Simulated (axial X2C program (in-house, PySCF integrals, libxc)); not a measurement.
**Potential curves of AsBr⁻, spin-free**

Calculated with an axial X2C code built on PySCF integrals. Spin-free means the one-electron spin-free X2C Hamiltonian. Basis: Br dyall-acv3z [9s10p7d5f1g], As dyall-acv3z [10s10p7d5f1g] (cores contracted in-house); Gaussian nuclei, density fitting, unrestricted open shells. Masses: Br 78.918 u, As 74.922 u.

State: M_S = 1/2, Λ = 1 (beyond evenly filled blocks: π+α, π+β, π-α). Energies in eV from the fragments at the same level (Br- + As). Fits are polynomials in 1 − R0/R over 0.85 to 1.23 times the lowest point R0.

```csv
R (Å),HF,CCSD,PBE0,MP2
2.2195,1.0627,-0.0322,-0.3733,-0.0401
2.2927,0.8649,-0.2173,-0.5316,-0.2094
2.3658,0.7499,-0.3197,-0.6107,-0.2962
2.4390,0.6961,-0.3606,-0.6311,-0.3217
2.5244,0.6896,-0.3515,-0.6011,-0.2949
2.6097,0.7252,-0.2995,-0.5310,-0.2252
2.7195,0.8104,-0.1916,-0.4033,-0.0950
```

Correlated methods: 13 electrons correlated (number of frozen shells: Br 3 s, 2 p, 1 d; As 3 s, 2 p, 1 d), 309 virtual spin orbitals or spinors in MP2.

The state is a single determinant with fixed occupations, the lowest that a limited PBE0 search found. De is counted from the lowest determinant-based energies of the atoms at the same level, without counterpoise correction. CCSD ran in a truncated set of natural virtual spinors with an MP2 remainder; without triples it tends to underbind. Without a current term, density functionals place determinants with orbital angular momentum somewhat too high. The atomic limit has a lower orbital projection than the molecule and lies lower at mean-field level, so De may be about a tenth of an eV too small. The highest occupied level of some functionals is positive through self-interaction error; at Hartree–Fock it is bound. Hartree–Fock gets electron affinities wrong, so its lowest charge split need not be the true one. Coupled cluster ran on the points near the minimum only. MP2 and coupled cluster on one determinant become unreliable at the stretched end.

What are Re, ωe and De at the HF level?

At HF, spin-free: Re = 2.492 Å, ωe ≈ 217 cm⁻¹, De = -0.69 eV to Br- + As; Be follows as 0.0707 cm⁻¹.

What are Re, ωe and De at the CCSD level?

At CCSD, spin-free: Re = 2.466 Å, ωe ≈ 231 cm⁻¹, De = 0.36 eV to Br- + As; Be follows as 0.0721 cm⁻¹.

Fit the PBE0 curve near its minimum: give the equilibrium distance, the harmonic wavenumber and the well depth.

At PBE0, spin-free: Re = 2.433 Å, ωe ≈ 241 cm⁻¹, De = 0.63 eV to Br- + As; Be follows as 0.0741 cm⁻¹.

What are Re, ωe and De at the MP2 level?

At MP2, spin-free: Re = 2.440 Å, ωe ≈ 244 cm⁻¹, De = 0.32 eV to Br- + As; Be follows as 0.0737 cm⁻¹.
